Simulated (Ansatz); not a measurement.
C2H7BSi (`CC1B[SiH2]1`), relaxed with RKS PBE0-D4/def2-TZVP in the Gaussian-basis code of Ansatz from a PBE-D4/def2-SVP geometry. The force threshold is 0.005 eV/Å; the program also tests the step.

Charge 0, multiplicity 1.

Start:

```xyz
11

C    -0.233    1.540    0.375
C     0.414    0.256   -0.102
B     0.811   -0.896    0.761
Si   -0.102   -1.770   -0.674
H     0.505    2.372    0.350
H    -1.081    1.845   -0.274
H    -0.606    1.452    1.413
H     0.741    0.321   -1.161
H     0.785   -1.034    1.963
H     0.219   -1.661   -2.136
H    -1.453   -2.425   -0.516
```

(1) By how much does the energy fall, and how many steps does the optimiser take? (Best estimate.)

(2) Which bonds change most? (Best estimate.)

(3) Give the relaxed structure. (An estimate is asked.)

Results:

(1) Computed: 4.90 kJ/mol, in 8 steps.

(2) Computed: C2–Si4 from 2.168 to 2.082 Å; B3–H9 from 1.211 to 1.189 Å; Si4–H11 from 1.509 to 1.489 Å; Si4–H10 from 1.500 to 1.481 Å.

(3) Computed: 
```xyz
11

C    -0.242    1.517    0.370
C     0.389    0.233   -0.101
B     0.815   -0.896    0.760
Si   -0.123   -1.701   -0.676
H     0.493    2.329    0.351
H    -1.075    1.819   -0.271
H    -0.613    1.427    1.391
H     0.734    0.300   -1.140
H     0.826   -1.009    1.944
H     0.252   -1.673   -2.108
H    -1.456   -2.347   -0.519
```
